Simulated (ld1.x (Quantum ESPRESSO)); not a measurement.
**Transferability test, PAW potential for cobalt**

Co (Z = 27), PAW, made with ld1.x (Quantum ESPRESSO) 7.5 (PBEsol, scalar-relativistic). Core [Ar], reference 3d7 4s1.5 4p0 (charge +0.5). Waves: 4s (bound): rcut 1.80, rcutus 2.25 bohr; 4s channel at -0.05 Ry: rcut 1.80, rcutus 2.25 bohr; 4p (bound, empty): rcut 2.65, rcutus 3.50 bohr; 4p channel at 4.9 Ry: rcut 2.65, rcutus 3.50 bohr; 3d (bound): rcut 1.10, rcutus 1.30 bohr; 3d channel at 0.1 Ry: rcut 1.10, rcutus 1.30 bohr. Local part: all-electron potential smoothed inside 2.70 bohr (lloc = -2). Core correction: a·sin(br)/r model core inside 1.35 bohr. Augmentation charge: PSQ, radius 1.05 bohr.

Energies are relative to the spin-unpolarised reference configuration 3d7 4s1.5 4p0; without spin polarisation the order of configurations can differ from experiment.

| valence configuration | charge | ΔE all-electron (eV) | error AE − PS (meV) |
| --- | --- | --- | --- |
| 3d7 4s2 4p0 | 0 | -3.613 | -0.1 |
| 3d7 4s0 4p0 | +2 | 22.130 | -11 |
| 3d7 4s0 4p1 | +1 | 10.827 | +1.2 |
| 3d6 4s2 4p1 | 0 | 6.079 | -195 |
| 3d7 4s0 4p2 | 0 | 5.403 | -1.4 |
| 3d8 4s1 4p0 | 0 | -4.827 | -70 |

Task: What are ΔE and the potential's error for 3d7 4s1 4p0?

Result: ΔE = 5.433 eV all-electron; the error (AE − PS) is -1.3 meV.

Levels in the configuration 3d7 4s1 4p0:

| level | all-electron (eV) | pseudo (eV) |
| --- | --- | --- |
| 3d | -16.988 | -16.977 |
| 4s | -12.758 | -12.761 |
